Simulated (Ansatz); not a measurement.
Consider the ligand exchange at a B–S bond: `SBCl` + `[SiH3][SeH]` → `[SiH3][Se]BCl` + H₂S.

Gas-phase electronic energies from Ansatz, PBE0-D4/def2-TZVP geometries. CCSD(T)/CBS is the MP2 limit (def2-TZVPP, def2-QZVPP) plus CCSD(T) − MP2 in def2-TZVPP, frozen cores. This one scheme is used for every species. Functionals use def2-TZVPP. For Se outer-core shells are correlated without core-valence functions, which leaves a few kJ/mol of doubt a bond. Scalar relativity is left out up to krypton. One conformer a species, not always the lowest.

`SBCl`:

```xyz
5

S     0.900   -0.538   -0.838
B    -0.200    0.364    0.230
Cl    0.004    2.092    0.372
H     0.359   -1.746   -0.610
H    -1.063   -0.172    0.845
```

`[SiH3][SeH]`:

```xyz
6

Si    0.016    0.367    0.444
Se    0.803   -1.230   -0.979
H    -0.304    1.625   -0.275
H     1.121    0.599    1.404
H    -1.194   -0.100    1.165
H    -0.442   -1.261   -1.759
```

`[SiH3][Se]BCl`:

Z-matrix (Å, degrees):
```
Si
Se 1 2.294
H 1 1.482 2 110.2
H 1 1.483 2 106.1 3 119.3
H 1 1.482 2 110.1 3 -121.5
B 2 1.922 1 95.4 3 60.7
Cl 6 1.742 2 119.7 1 180.0
H 6 1.191 2 121.8 1 -0.0
```

H₂S:

```xyz
3

S     0.084   -0.602   -0.118
H    -0.989    0.202   -0.114
H     0.904    0.400    0.231
```

```json
{"level": "r2SCAN-D4", "ΔE (kJ/mol)": "12.3"}
{"level": "PBE0-D4", "ΔE (kJ/mol)": "11.1"}
{"level": "B2PLYP", "ΔE (kJ/mol)": "12.0"}
{"level": "HF/def2-TZVPP", "ΔE (kJ/mol)": "15.8"}
{"level": "SCS-MP2/def2-TZVPP", "ΔE (kJ/mol)": "7.0"}
{"level": "HF/def2-QZVPP", "ΔE (kJ/mol)": "16.0"}
{"level": "MP2/def2-QZVPP", "ΔE (kJ/mol)": "4.5"}
{"level": "HF/CBS(def2)", "ΔE (kJ/mol)": "16.0"}
```

Q: What does CCSD(T)/CBS give? (Estimate.)

A: The calculation gave: +6.5 kJ/mol. The listed levels differ from it by 5.8, 4.6, 5.5, 9.3, 0.5, 9.5, -2.0, 9.5 kJ/mol.

Largest T1 diagnostic among the species: 0.013.

The D4 term adds −4.5 kJ/mol with B3LYP and −2.6 kJ/mol with PBE0; it sums over pairs of atoms, weighted by their polarisabilities, and B3LYP, whose exchange is more repulsive, gets the larger term. In def2-TZVPP, CCSD(T) changes the Hartree–Fock value by −8.5 kJ/mol (the triples alone add −1.1 kJ/mol) and MP2 by −10.9 kJ/mol.

B3LYP here is the variant with VWN-RPA as its local correlation; programs differ in this.
